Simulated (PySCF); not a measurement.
Isomers of C4H14OSi2, mass 134.058 u with the commonest isotopes. Method used: PBE0-D3(BJ)/def2-SVP geometry optimisation, gas phase (PySCF). One conformer each, none proved a minimum here; rigid rotors.

Question: Order these by rotational constant A, largest first.
A. `[CH3:1][CH:2]([CH3:3])[O:4][SiH2:5][CH2:6][SiH3:7]` with C1–C2–O4–Si5 -84°, C2–O4–Si5–C6 -164°, O4–Si5–C6–Si7 38°
B. `[CH3:1][C:2]([CH3:3])([CH3:4])[SiH2:5][O:6][SiH3:7]` with C2–Si5–O6–Si7 -61°
C. `[CH3:1][SiH:2]([CH3:3])[O:4][SiH:5]([CH3:6])[CH3:7]` with C1–Si2–O4–Si5 71°, Si2–O4–Si5–C6 -41°

Answer: B (2982 MHz), A (2762 MHz), C (2397 MHz).

Question: Order these by rotational constant C, smallest first.
A. `[CH3:1][CH:2]([CH3:3])[O:4][SiH2:5][CH2:6][SiH3:7]` with C1–C2–O4–Si5 -84°, C2–O4–Si5–C6 -164°, O4–Si5–C6–Si7 38°
B. `[CH3:1][C:2]([CH3:3])([CH3:4])[SiH2:5][O:6][SiH3:7]` with C2–Si5–O6–Si7 -61°
C. `[CH3:1][SiH:2]([CH3:3])[O:4][SiH:5]([CH3:6])[CH3:7]` with C1–Si2–O4–Si5 71°, Si2–O4–Si5–C6 -41°

Answer: A (746.5 MHz), B (907.6 MHz), C (940.2 MHz).

Question: Order these by out-of-plane moment Σ m c² = (Ia + Ib − Ic)/2, smallest first.
A. `[CH3:1][C:2]([CH3:3])([CH3:4])[SiH2:5][O:6][SiH3:7]` with C2–Si5–O6–Si7 -61°
B. `[CH3:1][CH:2]([CH3:3])[O:4][SiH2:5][CH2:6][SiH3:7]` with C1–C2–O4–Si5 -84°, C2–O4–Si5–C6 -164°, O4–Si5–C6–Si7 38°
C. `[CH3:1][SiH:2]([CH3:3])[O:4][SiH:5]([CH3:6])[CH3:7]` with C1–Si2–O4–Si5 71°, Si2–O4–Si5–C6 -41°

Answer: B (22.54 u·Å²), A (63.15 u·Å²), C (65.01 u·Å²).

```tsv
SMILES	point group	Ia (u·Å²)	Ib (u·Å²)	Ic (u·Å²)	κ	μa (D)	μb (D)	μc (D)
C[SiH](C)O[SiH](C)C	near C2	210.80	456.75	537.52	-0.77	0.00	0.07	1.68
CC(C)(C)[SiH2]O[SiH3]	C1	169.49	513.60	556.80	-0.93	0.76	0.70	0.25
CC(C)O[SiH2]C[SiH3]	C1	182.95	539.13	676.99	-0.81	0.73	0.71	0.14
```
